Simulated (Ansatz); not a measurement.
Geometry optimisation, RKS PBE-D4/6-31G* in Ansatz.

Input:

```yaml
crystal:
  periodic: [false, false, false]
  atoms:
    - { symbol: Si, position_ang: [0.0, 0.0, 0.0] }
    - { symbol: F, position_ang: [0.0, 0.0, 1.59] }
    - { symbol: H, position_ang: [1.3768, 0.0, -0.4862] }
    - { symbol: H, position_ang: [-0.6877, 1.1914, -0.4862] }
    - { symbol: O, position_ang: [-0.7913, -1.3709, -0.5594] }
    - { symbol: Si, position_ang: [-1.673, -2.4329, 0.3983] }
    - { symbol: H, position_ang: [-1.2634, -2.287, 1.792] }
    - { symbol: H, position_ang: [-3.0964, -2.1323, 0.2761] }
    - { symbol: H, position_ang: [-1.4264, -3.8036, -0.0398] }
basis:
  gaussian: { orbitals: "6-31G*" }
hamiltonian:
  xc: pbe
  dispersion: d4
relax:
  f_tol: 0.02
  max_steps: 40
output:
  orbitals: {}
```

Run as:

```bash
$ ansatz run input.yaml --threads 1 --pin off --max-ram 2048MiB --backend cpu --events-out ev --progress --plain --runs-dir out
```

Q: Where does it end, and by what steps?

A: The run converged. The force dipped under the threshold on the way, but the program's further checks kept it going. After 14 steps the energy has fallen by 0.197 eV; O5 moved furthest, 0.82 Å.

```tsv
step	energy less start (eV)	largest force component (eV/Å)	accepted
0	0.0000	1.122	yes
1	-0.1072	0.773	yes
2	-0.1435	0.385	yes
3	-0.1677	0.127	yes
4	-0.1796	0.062	yes
5	-0.1779	0.346	no
6	-0.1855	0.069	yes
7	-0.1892	0.130	yes
8	-0.1914	0.173	yes
9	-0.1936	0.146	yes
10	-0.1961	0.018	yes
11	-0.1968	0.033	yes
12	-0.1971	0.049	yes
13	-0.1971	0.016	no
14	-0.1973	0.005	yes
```

```xyz
9
Properties=species:S:1:pos:R:3
Si 0.054 0.036 0.023
F 0.172 0.637 1.524
H 1.384 0.163 -0.643
H -1.031 0.791 -0.681
O -0.320 -1.573 0.076
Si -1.657 -2.507 0.464
H -1.569 -2.969 1.886
H -2.924 -1.719 0.280
H -1.672 -3.694 -0.446
```

Whether the end is a true minimum wasn't checked by a vibrational analysis.

Run time: 43 s on 1 thread of Arm Neoverse V1, on a shared host, peak memory 0.14 GiB.
